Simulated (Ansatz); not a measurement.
Ansatz (a program for electronic structure) input (B3LYP-D3(BJ)/def2-TZVP):

Ansatz 0.2 input:
```yaml
crystal:
  periodic: [false, false, false]
  atoms:
    - {symbol: C, position_ang: [-1.57532955, 0.46189961, -0.21907759]}
    - {symbol: C, position_ang: [-0.50399271, -0.29527503, 0.15451680]}
    - {symbol: C, position_ang: [0.78993683, 0.04570965, -0.33403041]}
    - {symbol: Cl, position_ang: [1.95597890, 0.98486292, 1.03791754]}
    - {symbol: H, position_ang: [-2.52632971, -0.00663196, 0.17788993]}
    - {symbol: H, position_ang: [-0.51094502, -1.19690968, 0.80819220]}
    - {symbol: H, position_ang: [0.79907999, 0.81420087, -1.09938180]}
    - {symbol: H, position_ang: [1.48940482, -0.76551573, -0.52685733]}
basis:
  gaussian:
    orbitals: def2-TZVP
hamiltonian:
  xc: b3lyp
  dispersion: d3bj
total_charge: -1
relax: {f_tol: 0.002, max_steps: 150}
```

Output:

```
Functional definition: B3LYP
integrals: 0.06 GiB planned
979 factors; their error is unknown
mean field: 0.62 GiB planned
mean field evaluation 1: about -15692.7674 eV, gradient 4.8e1 eV
mean field evaluation 2: about -15656.8173 eV, gradient 1.0e2 eV
mean field evaluation 4: about -15698.8988 eV, gradient 1.1e1 eV
mean field evaluation 8: about -15699.2208 eV, gradient 1.1e-1 eV
mean field evaluation 16: about -15699.2339 eV, gradient 5.6e-3 eV
mean field -15699.23393290 eV, -576.9362057112 hartree, gradient 4.7e-5 eV, S^2 0.000000; 0 other end points of the search recorded, 0 dependent functions left out
the calculation of the forces begins
reference -15699.23417536 eV, -576.9362146214 hartree; 20, 20 occupied and 134, 134 virtual orbitals, 979 factors
relax step   1: F+E_penalty+E_count = -15699.50167290 eV  Δ(F+E_penalty+E_count) = +0.000e0 eV  max|allowed force component| = 9.934e-1 eV/Å  Δτ_max = 0.0000 Å  (32 SCF iters, accepted)
these checks for a lower state are left out or cut short: starts, cluster_reference, orbital_swaps, neighbouring_geometries, increment
integrals: 0.06 GiB planned
979 factors; their error is unknown
mean field: 0.62 GiB planned
mean field -15699.25981149 eV, -576.9371567319 hartree, gradient 1.9e-5 eV, S^2 0.000000; 0 other end points of the search recorded, 0 dependent functions left out
the calculation of the forces begins
reference -15699.26005402 eV, -576.9371656447 hartree; 20, 20 occupied and 134, 134 virtual orbitals, 979 factors
relax step   2: F+E_penalty+E_count = -15699.52542752 eV  Δ(F+E_penalty+E_count) = -2.375e-2 eV  max|allowed force component| = 4.955e-1 eV/Å  Δτ_max = 0.0687 Å  (33 SCF iters, accepted)
these checks for a lower state are left out or cut short: starts, cluster_reference, orbital_swaps, neighbouring_geometries, increment
integrals: 0.06 GiB planned
979 factors; their error is unknown
mean field: 0.62 GiB planned
mean field evaluation 32: about -15699.2730 eV, gradient 5.4e-3 eV
mean field -15699.27299284 eV, -576.9376411375 hartree, gradient 1.7e-5 eV, S^2 0.000000; 0 other end points of the search recorded, 0 dependent functions left out
the calculation of the forces begins
reference -15699.27323570 eV, -576.9376500622 hartree; 20, 20 occupied and 134, 134 virtual orbitals, 979 factors
relax step   3: F+E_penalty+E_count = -15699.53818835 eV  Δ(F+E_penalty+E_count) = -1.276e-2 eV  max|allowed force component| = 1.828e-1 eV/Å  Δτ_max = 0.0512 Å  (34 SCF iters, accepted)
these checks for a lower state are left out or cut short: starts, cluster_reference, orbital_swaps, neighbouring_geometries, increment
integrals: 0.06 GiB planned
979 factors; their error is unknown
mean field: 0.62 GiB planned
mean field -15699.27589812 eV, -576.9377479046 hartree, gradient 1.4e-5 eV, S^2 0.000000; 0 other end points of the search recorded, 0 dependent functions left out
the calculation of the forces begins
reference -15699.27614094 eV, -576.9377568280 hartree; 20, 20 occupied and 134, 134 virtual orbitals, 979 factors
relax step   4: F+E_penalty+E_count = -15699.54158031 eV  Δ(F+E_penalty+E_count) = -3.392e-3 eV  max|allowed force component| = 1.808e-1 eV/Å  Δτ_max = 0.0235 Å  (33 SCF iters, accepted)
these checks for a lower state are left out or cut short: starts, cluster_reference, orbital_swaps, neighbouring_geometries, increment
integrals: 0.06 GiB planned
979 factors; their error is unknown
mean field: 0.62 GiB planned
mean field -15699.27932967 eV, -576.9378740117 hartree, gradient 1.6e-5 eV, S^2 0.000000; 0 other end points of the search recorded, 0 dependent functions left out
the calculation of the forces begins
reference -15699.27957237 eV, -576.9378829305 hartree; 20, 20 occupied and 134, 134 virtual orbitals, 979 factors
relax step   5: F+E_penalty+E_count = -15699.54548815 eV  Δ(F+E_penalty+E_count) = -3.908e-3 eV  max|allowed force component| = 1.161e-1 eV/Å  Δτ_max = 0.0329 Å  (33 SCF iters, accepted)
these checks for a lower state are left out or cut short: starts, cluster_reference, orbital_swaps, neighbouring_geometries, increment
integrals: 0.06 GiB planned
979 factors; their error is unknown
mean field: 0.62 GiB planned
mean field -15699.28062894 eV, -576.9379217589 hartree, gradient 1.5e-5 eV, S^2 0.000000; 0 other end points of the search recorded, 0 dependent functions left out
the calculation of the forces begins
reference -15699.28087157 eV, -576.9379306756 hartree; 20, 20 occupied and 134, 134 virtual orbitals, 979 factors
relax step   6: F+E_penalty+E_count = -15699.54732065 eV  Δ(F+E_penalty+E_count) = -1.832e-3 eV  max|allowed force component| = 7.994e-2 eV/Å  Δτ_max = 0.0270 Å  (33 SCF iters, accepted)
these checks for a lower state are left out or cut short: starts, cluster_reference, orbital_swaps, neighbouring_geometries, increment
integrals: 0.06 GiB planned
979 factors; their error is unknown
mean field: 0.62 GiB planned
mean field -15699.28094060 eV, -576.9379332122 hartree, gradient 1.3e-5 eV, S^2 0.000000; 0 other end points of the search recorded, 0 dependent functions left out
the calculation of the forces begins
reference -15699.28118317 eV, -576.9379421264 hartree; 20, 20 occupied and 134, 134 virtual orbitals, 979 factors
relax step   7: F+E_penalty+E_count = -15699.54793821 eV  Δ(F+E_penalty+E_count) = -6.176e-4 eV  max|allowed force component| = 4.772e-2 eV/Å  Δτ_max = 0.0088 Å  (34 SCF iters, accepted)
these checks for a lower state are left out or cut short: starts, cluster_reference, orbital_swaps, neighbouring_geometries, increment
integrals: 0.06 GiB planned
979 factors; their error is unknown
mean field: 0.62 GiB planned
mean field evaluation 64: about -15699.2656 eV, gradient 6.4e-4 eV
mean field -15699.28068271 eV, -576.9379237349 hartree, gradient 1.7e-5 eV, S^2 0.000000; 0 other end points of the search recorded, 0 dependent functions left out
the calculation of the forces begins
reference -15699.28092523 eV, -576.9379326475 hartree; 20, 20 occupied and 134, 134 virtual orbitals, 979 factors
relax step   8: F+E_penalty+E_count = -15699.54777356 eV  Δ(F+E_penalty+E_count) = +1.647e-4 eV  max|allowed force component| = 6.270e-2 eV/Å  Δτ_max = 0.0058 Å  (33 SCF iters, rejected (line search))
these checks for a lower state are left out or cut short: starts, cluster_reference, orbital_swaps, neighbouring_geometries, increment
integrals: 0.06 GiB planned
979 factors; their error is unknown
mean field: 0.62 GiB planned
mean field -15699.28106274 eV, -576.9379377007 hartree, gradient 1.7e-5 eV, S^2 0.000000; 0 other end points of the search recorded, 0 dependent functions left out
the calculation of the forces begins
reference -15699.28130529 eV, -576.9379466144 hartree; 20, 20 occupied and 134, 134 virtual orbitals, 979 factors
relax step   9: F+E_penalty+E_count = -15699.54803752 eV  Δ(F+E_penalty+E_count) = -9.931e-5 eV  max|allowed force component| = 4.087e-3 eV/Å  Δτ_max = 0.0028 Å  (33 SCF iters, accepted)
these checks for a lower state are left out or cut short: starts, cluster_reference, orbital_swaps, neighbouring_geometries, increment
integrals: 0.06 GiB planned
979 factors; their error is unknown
mean field: 0.62 GiB planned
mean field -15699.28098669 eV, -576.9379349061 hartree, gradient 1.7e-5 eV, S^2 0.000000; 0 other end points of the search recorded, 0 dependent functions left out
the calculation of the forces begins
reference -15699.28122927 eV, -576.9379438206 hartree; 20, 20 occupied and 134, 134 virtual orbitals, 979 factors
relax step  10: F+E_penalty+E_count = -15699.54800721 eV  Δ(F+E_penalty+E_count) = +3.031e-5 eV  max|allowed force component| = 1.542e-2 eV/Å  Δτ_max = 0.0053 Å  (33 SCF iters, rejected (line search))
these checks for a lower state are left out or cut short: starts, cluster_reference, orbital_swaps, neighbouring_geometries, increment
integrals: 0.06 GiB planned
979 factors; their error is unknown
mean field: 0.62 GiB planned
mean field -15699.28102233 eV, -576.9379362157 hartree, gradient 1.8e-5 eV, S^2 0.000000; 0 other end points of the search recorded, 0 dependent functions left out
the calculation of the forces begins
reference -15699.28126486 eV, -576.9379451286 hartree; 20, 20 occupied and 134, 134 virtual orbitals, 979 factors
relax step  11: F+E_penalty+E_count = -15699.54805072 eV  Δ(F+E_penalty+E_count) = -1.321e-5 eV  max|allowed force component| = 3.997e-3 eV/Å  Δτ_max = 0.0026 Å  (34 SCF iters, accepted)
these checks for a lower state are left out or cut short: starts, cluster_reference, orbital_swaps, neighbouring_geometries, increment
integrals: 0.06 GiB planned
979 factors; their error is unknown
mean field: 0.62 GiB planned
mean field evaluation 96: about -15699.2810 eV, gradient 1.8e-5 eV
mean field -15699.28104397 eV, -576.9379370109 hartree, gradient 1.8e-5 eV, S^2 0.000000; 0 other end points of the search recorded, 0 dependent functions left out
the calculation of the forces begins
reference -15699.28128651 eV, -576.9379459240 hartree; 20, 20 occupied and 134, 134 virtual orbitals, 979 factors
relax step  12: F+E_penalty+E_count = -15699.54805271 eV  Δ(F+E_penalty+E_count) = -1.983e-6 eV  max|allowed force component| = 2.317e-3 eV/Å  Δτ_max = 0.0015 Å  (34 SCF iters, accepted)
these checks for a lower state are left out or cut short: starts, cluster_reference, orbital_swaps, neighbouring_geometries, increment
integrals: 0.06 GiB planned
979 factors; their error is unknown
mean field: 0.62 GiB planned
mean field -15699.28104235 eV, -576.9379369514 hartree, gradient 1.8e-5 eV, S^2 0.000000; 0 other end points of the search recorded, 0 dependent functions left out
the calculation of the forces begins
reference -15699.28128488 eV, -576.9379458644 hartree; 20, 20 occupied and 134, 134 virtual orbitals, 979 factors
relax step  13: F+E_penalty+E_count = -15699.54805328 eV  Δ(F+E_penalty+E_count) = -5.783e-7 eV  max|allowed force component| = 4.087e-4 eV/Å  Δτ_max = 0.0003 Å  (34 SCF iters, accepted)
integrals: 0.06 GiB planned
979 factors; their error is unknown
mean field: 0.62 GiB planned
mean field evaluation 128: about -15699.2810 eV, gradient 4.7e-4 eV
mean field -15699.28104235 eV, -576.9379369514 hartree, gradient 1.8e-5 eV, S^2 0.000000; 1 other end points of the search recorded, 0 dependent functions left out
the calculation of the forces begins
reference -15699.28128488 eV, -576.9379458644 hartree; 20, 20 occupied and 134, 134 virtual orbitals, 979 factors
Total energy: -15699.54829582 eV, -576.9477583353 hartree
Atom 0 at    -1.600902     0.395401    -0.293649 Å, force     0.000284    -0.000348    -0.000086 eV/Å
Atom 1 at    -0.514381    -0.254124     0.191625 Å, force    -0.000409     0.000360     0.000035 eV/Å
Atom 2 at     0.818556     0.084221    -0.309368 Å, force     0.000375    -0.000064    -0.000070 eV/Å
Atom 3 at     2.020903     0.876062     1.037676 Å, force    -0.000014     0.000084     0.000098 eV/Å
Atom 4 at    -2.516541    -0.079181     0.124722 Å, force     0.000069     0.000206     0.000091 eV/Å
Atom 5 at    -0.515576    -1.085530     0.916237 Å, force    -0.000040    -0.000270     0.000009 eV/Å
Atom 6 at     0.774979     0.859207    -1.068137 Å, force    -0.000181    -0.000041    -0.000014 eV/Å
Atom 7 at     1.450767    -0.753715    -0.599938 Å, force    -0.000086     0.000073    -0.000064 eV/Å
Dipole moment:     0.992657    -0.346506     0.236042 e Å
```

It need not be the lowest isomer of its formula. Whether it binds its extra electron was not tested at this geometry.
